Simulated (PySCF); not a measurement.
## Potential energy of GeF along the bond

Set-up: Ge def2-TZVPP, F def2-TZVPP; no relativity (PySCF 2.14). Energies in eV from Ge + F in their ground configurations at the same level. State: ²Π (doublet), unpaired electrons π ↑.

```tsv
R (Å)	UHF-MP2	TPSS
1.515	-4.268	-4.183
1.586	-4.922	-4.873
1.656	-5.270	-5.255
1.709	-5.386	-5.398
1.762	-5.413	-5.449
1.815	-5.371	-5.431
1.885	-5.238	-5.330
1.973	-4.987	-5.119
2.079	-4.614	-4.792
2.220	-4.063	-4.305
```

Q: Put a parabola through the three lowest points of the UHF-MP2 curve and estimate Re, k and ωe (reduced mass 15.11 u; 1 eV/Å² = 0.16022 mdyn/Å; ωe = 1302.8·√(k/μ) cm⁻¹).

A: Through R = 1.709, 1.762, 1.815 Å the second-order coefficient is 12.3 eV/Å², so Re ≈ 1.756 Å, k ≈ 3.94 mdyn/Å and ωe ≈ 665 cm⁻¹. A polynomial fit of higher order to the unrounded UHF-MP2 energies gives Re = 1.754 Å, k = 4.07 mdyn/Å, ωe = 676 cm⁻¹; anharmonicity and rounding make the difference.

The higher-order fit for each curve: UHF-MP2: Re = 1.754 Å, ωe = 676 cm⁻¹, De = 5.41 eV; TPSS: Re = 1.773 Å, ωe = 645 cm⁻¹, De = 5.45 eV.

Correlated steps freeze 10 core orbitals. Spin–orbit coupling is left out. The state was picked by a PBE0 search and need not be the measured ground state.
